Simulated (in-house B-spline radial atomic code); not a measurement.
Response and correlation of Au XLVIII (Au47+)

Closed shell [Ar] 3d10 4s2 (4p1/2)2. Computed with an all-electron radial atomic-structure program (B-spline basis): Dirac-Hartree-Fock, relativistic RPA (time-dependent Dirac-Hartree-Fock) for the response and second-order many-body perturbation theory for correlation, no-pair Dirac-Coulomb Hamiltonian, finite nucleus.

The shells are closed in jj coupling only; the real ground state mixes other jj configurations.

Command:
```bash
python run_mb.py task.json out
```
Settings (nuclear radius in fm, box in bohr, cutoff in hartree; a minus after a letter marks j = l - 1/2):
```
basis_form          2
Z                   79
core_configuration  [Ar] 3d10 4s2 4p-2
rms_radius          5.4371
mass_number         197
speed_of_light      137.036
box_radius          2.033
lmax                7
intervals           55
virtual_cutoff      156025.0
```

Cost of the run: 4.8 s on 1 thread of AMD EPYC 7R43 64-Core Processor, with other jobs on the host.

```json
{"multipole (bohr³, bohr⁵, bohr⁷)": "dipole", "uncoupled": "0.020834", "coupled RPA": "0.020359"}
{"multipole (bohr³, bohr⁵, bohr⁷)": "quadrupole", "uncoupled": "0.0026328", "coupled RPA": "0.0030758"}
{"multipole (bohr³, bohr⁵, bohr⁷)": "octupole", "uncoupled": "0.00025222", "coupled RPA": "?"}
```

Task: What is the coupled octupole polarisability?

Result: 0.00027289 atomic units, +8 % against the uncoupled value.

Task: Which subshells carry the dipole polarisability?

Result: 4s1/2 53.7 %, 4p1/2 41.6 %, 3d5/2 2.4 %.

Task: What does the dipole shielding factor come to?

Result: The dipole shielding factor is 0.405, against the exact N/Z = 32/79 = 0.405 of the non-relativistic theorem.

Dipole polarisability at imaginary frequency:

```json
{"u (Eh)": "0", "α(iu) (bohr³)": "0.02036"}
{"u (Eh)": "16.6", "α(iu) (bohr³)": "0.007596"}
{"u (Eh)": "49.9", "α(iu) (bohr³)": "0.002349"}
{"u (Eh)": "99.8", "α(iu) (bohr³)": "0.001127"}
{"u (Eh)": "166", "α(iu) (bohr³)": "0.0005829"}
{"u (Eh)": "333", "α(iu) (bohr³)": "0.0001955"}
{"u (Eh)": "665", "α(iu) (bohr³)": "5.774e-05"}
{"u (Eh)": "1660", "α(iu) (bohr³)": "1.035e-05"}
```

Task: What dispersion coefficients follow for two such ions (the dispersion part alone)?

Result: C6 = (3/π)∫α(iu)²du = 0.004145 hartree·bohr⁶ and C8 = 0.002957 hartree·bohr⁸.

Lowest J = 1 odd-parity excitations:

| energy (eV) | oscillator strength | leading channel | weight |
| --- | --- | --- | --- |
| 259.66 | 0.602 | 4s1/2 → p3/2 | 0.95 |
| 325.43 | 1.67 | 4p1/2 → d3/2 | 0.965 |
| 1015 | 0.156 | 4p1/2 → s1/2 | 0.999 |
| 1179.7 | 0.297 | 4s1/2 → p1/2 | 0.97 |
| 1220.2 | 0.217 | 4p1/2 → d3/2 | 0.97 |
| 1248.7 | 0.155 | 4s1/2 → p3/2 | 0.997 |
| 1565.9 | 0.0363 | 4p1/2 → s1/2 | 0.999 |
| 1676.9 | 0.146 | 4p1/2 → d3/2 | 0.981 |

Second-order correlation energy by the highest angular momentum of the excited pair (hartree): s -0.02902, p -0.257, d -0.5875, f -0.7033, g -0.2179, h -0.0916, i -0.04121, k -0.02078.

Task: What is the second-order correlation energy at the partial-wave limit?

Result: The listed waves sum to -1.9483 hartree; extrapolating the increments as (l + 1/2)⁻⁴ gives -1.9908 hartree, -1.69 eV per electron.
